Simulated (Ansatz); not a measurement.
Input for Ansatz (a quantum-chemistry and plane-wave program): U-CCSD(T)/def2-TZVPP on LiC, 2S+1 = 4, a spin state set in the input, which need not be the lowest, a point of a bond scan (R = 1.884 Å).

Ansatz 0.2 input:
```yaml
crystal:
  periodic: [false, false, false]
  atoms:
    - {symbol: Li, position_ang: [0.00000000, 0.00000000, 0.00000000]}
    - {symbol: C, position_ang: [0.00000000, 0.00000000, 1.88433900]}
basis:
  gaussian:
    orbitals: def2-TZVPP
    pivot_positions_ang: [[0.00000000, 0.00000000, 0.00000000], [0.00000000, 0.00000000, 1.88433900]]
magnetization: {spin_polarized: true, initial_magnetization: 3}
correlation: {method: ccsd_t, electrons: valence}
output: {orbitals: {seedname: ./end}}
```

The log:

```
Functional definition: HF
[...]
integrals: 0.02 GiB planned
378 factors; integrals over basis functions are off by at most 2.7e-4 eV
mean field: 0.07 GiB planned
mean field evaluation 1: about -1229.1621 eV, gradient 1.0e1 eV
mean field evaluation 2: about -1229.1632 eV, gradient 1.0e1 eV
mean field evaluation 4: about -1229.8246 eV, gradient 8.6e-1 eV
mean field evaluation 8: about -1229.8412 eV, gradient 4.8e-2 eV
mean field evaluation 16: about -1229.8368 eV, gradient 3.5e-1 eV
mean field evaluation 32: about -1226.8189 eV, gradient 1.8e0 eV
mean field evaluation 64: about -1226.5599 eV, gradient 2.0e-1 eV
mean field -1229.84132281 eV, -45.1958349968 hartree, gradient 2.3e-6 eV, S^2 3.755388; 1 other end points of the search recorded, 0 dependent functions left out
determinant -1229.84132281 eV, -45.1958349968 hartree, with singles and doubles -1233.75974956 eV, -45.3398345241 hartree
determinant -1227.24081599 eV, -45.1002681338 hartree, with singles and doubles -1230.65777118 eV, -45.2258389209 hartree
1 core orbitals not correlated
reference -1229.84132281 eV, -45.1958349968 hartree; 5, 2 occupied and 44, 47 virtual orbitals, 378 factors
second order -3.30940871 eV of doubles, -0.00000000 eV of singles
coupled cluster: 0.11 GiB planned
cycle   1  -3.86305150 eV  change   -3.1e-1 eV  update   1.8e-2
cycle   2  -3.86946437 eV  change   -6.4e-3 eV  update   5.7e-3
cycle   3  -3.87272102 eV  change   -3.3e-3 eV  update   2.9e-3
cycle   4  -3.87422590 eV  change   -1.5e-3 eV  update   1.1e-3
cycle   5  -3.87456648 eV  change   -3.4e-4 eV  update   4.1e-4
cycle   6  -3.87465492 eV  change   -8.8e-5 eV  update   1.5e-4
cycle   7  -3.87469354 eV  change   -3.9e-5 eV  update   5.8e-5
cycle   8  -3.87470555 eV  change   -1.2e-5 eV  update   2.2e-5
cycle   9  -3.87470410 eV  change    1.4e-6 eV  update   9.8e-6
cycle  10  -3.87470203 eV  change    2.1e-6 eV  update   4.4e-6
perturbative correction -0.09914773 eV, -0.0036436118 hartree
Total energy: -1233.81517256 eV, -45.3418712817 hartree
```

The calculation finished and met its thresholds.

Cost: very roughly 2.6 core-seconds.
